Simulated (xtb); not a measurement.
H$_{4}$O$_{4}$Ti, charge +1, doublet, at a GFN2-xTB geometry (such geometries of metal compounds can be far from the true shape) (the multiplicity is a formal guess); GFN0-xTB with GBSA(acetonitrile) run with xtb.

Input for xtb:
```
$ xtb mol.xyz --gfn 0 --chrg 1 --uhf 1 --gbsa acetonitrile --json

# file mol.xyz
9

Ti    -0.00000000     0.00000000    -0.00000000
O      1.43074308    -0.32876389    -0.89434576
H      2.23426518    -0.51340154    -1.39662084
O      0.41940695     0.47142343     1.59900705
H      0.65495081     0.73618036     2.49702818
O     -0.87263985     1.27020904    -0.76159995
H     -1.36272462     1.98357334    -1.18932341
O     -0.97751018    -1.41286858     0.05693866
H     -1.52649136    -2.20635216     0.08891607
```

It wrote (shortened):

```
   ID    Z sym.   atoms
    1   22 Ti     1
    2    8 O      2, 4, 6, 8
    3    1 H      3, 5, 7, 9

           -------------------------------------------------
          |                Calculation Setup                |
           -------------------------------------------------

           -------------------------------------------------
          |                 G F N 0 - x T B                 |
           -------------------------------------------------

      * Solvation model:               GBSA
        Solvent                        acetonitrile
        Parameter file                 internal GFN2-xTB/GBSA
        Dielectric constant                3.7500E+01
        Reference state                gsolv [1 M gas/solution]
        Free energy shift                  2.0473E-03 Eh       1.2847E+00 kcal/mol
        Temperature                        2.9815E+02 K
        Density                            7.8600E-01 kg/L
        Solvent mass                       4.1050E+01 g/mol
        Interaction kernel             Still
        Born radius scaling (c1)           1.5800E+00
        Born radii integrator          GBOBC
        Born offset                        1.3788E-02 a0       2.6056E-02 AA
        H-bond correction              true
        Ion screening                  false
        Surface tension                    1.0000E-05 Eh       1.5569E+01 dyn/cm
        Grid points                               230 per atom

          ...................................................
          :                      SETUP                      :
          :.................................................:
          :  # basis functions                  34          :
          :  # atomic orbitals                  33          :
          :  # shells                           19          :
          :  # electrons                        31          :
          :  electronic temp.          300.0000000     K    :
          :  accuracy                    1.0000000          :
          :  -> integral cutoff          0.2500000E+02      :
          :  -> integral neglect         0.1000000E-07      :
          ...................................................

         :::::::::::::::::::::::::::::::::::::::::::::::::::::
         ::                     SUMMARY                     ::
         :::::::::::::::::::::::::::::::::::::::::::::::::::::
         :: total energy             -15.261605734651 Eh    ::
         :: total w/o Gsasa/hb       -15.255620058237 Eh    ::
         :: gradient norm              0.004027375301 Eh/a0 ::
         :: HOMO-LUMO gap              5.646580633947 eV    ::
         ::.................................................::
         :: H0 energy                -16.212680832380 Eh    ::
         :: repulsion energy           0.114797141214 Eh    ::
         :: electrostat energy         0.838190364271 Eh    ::
         :: -> Gsolv                   0.000000000000 Eh    ::
         ::    -> Gsasa               -0.008032951766 Eh    ::
         ::    -> Gshift               0.002047275352 Eh    ::
         :: dispersion energy         -0.001912407755 Eh    ::
         :: short-range corr.          0.000000000000 Eh    ::
         :: add. restraining           0.000000000000 Eh    ::
         :: total charge               1.000000000000 e     ::
         :::::::::::::::::::::::::::::::::::::::::::::::::::::

           -------------------------------------------------
          |                Property Printout                |
           -------------------------------------------------

    * Orbital Energies and Occupations

         #    Occupation            Energy/Eh            Energy/eV
      -------------------------------------------------------------
         1        2.0000           -0.6982315             -18.9998
       ...           ...                  ...                  ...
         4        2.0000           -0.6820475             -18.5595
         5        2.0000           -0.5352241             -14.5642
         6        2.0000           -0.5207889             -14.1714
         7        2.0000           -0.5207888             -14.1714
         8        2.0000           -0.5207887             -14.1714
         9        2.0000           -0.4426528             -12.0452
        10        2.0000           -0.4426528             -12.0452
        11        2.0000           -0.4374253             -11.9029
        12        2.0000           -0.4374253             -11.9029
        13        2.0000           -0.4374250             -11.9029
        14        1.6667           -0.4263548             -11.6017
        15        1.6667           -0.4263547             -11.6017
        16        1.6666           -0.4263545             -11.6017 (HOMO)
        17                         -0.2188464              -5.9551 (LUMO)
        18                         -0.2188464              -5.9551
        19                         -0.1789949              -4.8707
        20                         -0.1789946              -4.8707
        21                         -0.1789935              -4.8707
        22                         -0.1733348              -4.7167
        23                         -0.1556250              -4.2348
        24                         -0.1556248              -4.2348
        25                         -0.1556241              -4.2347
        26                          0.1995408               5.4298
        27                          0.1995410               5.4298
       ...                                ...                  ...
        33                          0.5774617              15.7135
      -------------------------------------------------------------
                  HL-Gap            0.2075080 Eh            5.6466 eV
             Fermi-level            0.0000000 Eh            0.0000 eV

     #   Z          covCN         q      C6AA      α(0)
     1  22 Ti       2.909     1.772   187.204    30.209
     2   8 O        1.532    -0.840    31.597     7.596
     3   1 H        0.805     0.647     0.210     0.719
     4   8 O        1.532    -0.840    31.593     7.596
     5   1 H        0.805     0.647     0.210     0.719
     6   8 O        1.532    -0.840    31.597     7.596
     7   1 H        0.805     0.647     0.210     0.719
     8   8 O        1.532    -0.840    31.596     7.596
     9   1 H        0.805     0.647     0.210     0.719

 Mol. C6AA /au·bohr⁶  :       1378.762427
 Mol. C8AA /au·bohr⁸  :      62625.041806
 Mol. α(0) /au        :         63.470499

Wiberg/Mayer (AO) data.
largest (>0.10) Wiberg bond orders for each atom

 ---------------------------------------------------------------------------
     #   Z sym  total        # sym  WBO       # sym  WBO       # sym  WBO
 ---------------------------------------------------------------------------
     1  22 Ti   3.372 --     4 O    0.823     8 O    0.823     2 O    0.823
                             6 O    0.823
     2   8 O    1.869 --     3 H    0.966     1 Ti   0.823
     3   1 H    0.987 --     2 O    0.966
     4   8 O    1.869 --     5 H    0.966     1 Ti   0.823
     5   1 H    0.987 --     4 O    0.966
     6   8 O    1.869 --     7 H    0.966     1 Ti   0.823
     7   1 H    0.987 --     6 O    0.966
     8   8 O    1.869 --     9 H    0.966     1 Ti   0.823
     9   1 H    0.987 --     8 O    0.966
 ---------------------------------------------------------------------------

Topologies differ in total number of bonds
Writing topology from bond orders to xtbtopo.mol

 dipole moment from electron density (au)
     X       Y       Z
  -0.0000  -0.0000  -0.0001  total (Debye):    0.000

           -------------------------------------------------
          | TOTAL ENERGY              -15.261605734651 Eh   |
          | GRADIENT NORM               0.004027375301 Eh/α |
          | HOMO-LUMO GAP               5.646580633947 eV   |
           -------------------------------------------------

normal termination of xtb
```
